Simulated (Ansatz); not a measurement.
Ligand exchange: InH(CH3)(CN) + SiH2(CH3)(OH) → InH2(CN) + C2H8OSi

Species: InH(CH3)(CN), singlet; SiH2(CH3)(OH), singlet; InH2(CN), singlet; C2H8OSi `CO[SiH2]C`, singlet. The partners trade CH3 for H: In–CH3 and O–H bonds give way to In–H and O–CH3.

Shapes, held fixed at every level: PBE0-D4/def2-TZVP. Flexible molecules stand in one conformer, not always the lowest. Programs: Ansatz 0.2.0. The zero-point and thermal change to 298 K, harmonic and unscaled (PBE0-D4/def2-TZVP), is -4.0 kJ/mol.

```
             level                    kind  ΔH(298 K) (kJ/mol)  less CCSD(T)/def2-TZVPP
 PBE-D4/def2-TZVPP                     GGA               +77.0                     -4.1
wB97M-V/def2-TZVPP  range-separated hybrid               +76.4                     -4.7
wB97X-V/def2-TZVPP  range-separated hybrid               +71.7                     -9.4
      MP2/def2-SVP     perturbation theory               +66.7                    -14.4
    MP2/def2-TZVPP     perturbation theory               +91.6                    +10.5
  CCSD(T)/def2-SVP   coupled cluster or CI               +57.3                    -23.8
     CCSD/def2-SVP   coupled cluster or CI               +57.1                    -24.0
CCSD(T)/def2-TZVPP   coupled cluster or CI               +81.1                      0.0
```

The highest level, CCSD(T)/def2-TZVPP, gives ΔH(298 K) = +81.1 kJ/mol; the levels span +57.1 to +91.6. The column of differences is taken from that level and isn't an error. No measured value is set beside it here. For atoms past krypton def2 sets carry core potentials with scalar relativity. Correlated rows may include outer-core shells of In, which these sets cover unevenly.
